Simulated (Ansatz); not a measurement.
`[SiH3]CSCS`, charge 0, multiplicity 1.

Question: Give a relaxed structure at PBE0-D4/def2-TZVP (Ansatz 0.2.0). (Best estimate.)

Answer: The calculation gave: 
Z-matrix (Å, degrees):
```
Si
C 1 1.881
H 1 1.490 2 111.1
H 1 1.487 2 110.2 3 120.0
H 1 1.484 2 108.9 3 -120.4
S 2 1.815 1 111.2 3 -174.4
H 2 1.093 1 109.4 3 69.1
H 2 1.093 1 113.5 3 -49.7
C 6 1.803 2 99.8 1 79.9
S 9 1.797 6 110.7 2 -171.8
H 9 1.092 6 110.3 2 71.8
H 9 1.090 6 110.6 2 -48.6
H 10 1.343 9 96.2 6 64.7
```
This is one stationary point; other conformers may exist.
